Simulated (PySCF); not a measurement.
C3H3ClF2, SMILES F[C@@H]1[C@H](F)[C@H]1Cl.

Geometry: B3LYP-D3(BJ)/def2-SVP. The structure was generated by enumeration; whether it is a known compound was not checked.

Level of theory: PySCF with TDDFT-ωB97X/def2-SVPD.

Vertical excitations.  State labels are in the subgroup Cs.

```csv
state,symmetry,energy (eV),λ (nm),f,main pairs
S1,A",6.78,183,0.000,HOMO→LUMO 88 %
S2,A',7.06,176,0.010,HOMO−1→LUMO 88 %
S3,A',8.11,153,0.007,"HOMO−2→LUMO 65 %, HOMO−1→LUMO+3 11 %"
S4,A",8.38,148,0.000,"HOMO−3→LUMO 30 %, HOMO→LUMO+3 30 %, HOMO→LUMO+2 20 %, HOMO→LUMO+1 7 %"
S5,A",8.89,139,0.065,"HOMO→LUMO+1 57 %, HOMO→LUMO+2 22 %"
S6,A',9.05,137,0.009,"HOMO−1→LUMO+3 38 %, HOMO−1→LUMO+1 24 %, HOMO−1→LUMO+2 23 %"
S7,A",9.30,133,0.001,"HOMO→LUMO+2 51 %, HOMO→LUMO+3 23 %, HOMO→LUMO+1 13 %"
S8,A',9.46,131,0.034,"HOMO−1→LUMO+1 49 %, HOMO−1→LUMO+2 25 %, HOMO−2→LUMO 12 %"
S9,A',9.52,130,0.044,"HOMO−1→LUMO+3 31 %, HOMO−1→LUMO+2 27 %, HOMO−2→LUMO+2 7 %, HOMO−1→LUMO+1 6 %"
S10,A",9.54,130,0.001,"HOMO−3→LUMO 44 %, HOMO→LUMO+3 20 %, HOMO→LUMO+1 7 %, HOMO→LUMO+7 7 %"
T1,A",6.15,202,0,HOMO→LUMO 83 %
T2,A',6.51,190,0,HOMO−1→LUMO 81 %
T3,A',7.43,167,0,"HOMO−2→LUMO 61 %, HOMO−1→LUMO+3 12 %"
T4,A",7.93,156,0,"HOMO−3→LUMO 42 %, HOMO→LUMO+3 21 %, HOMO→LUMO+2 13 %"
```
Triplets are in the Tamm–Dancoff approximation, which puts them higher than full response would, so one can lie above its singlet here.
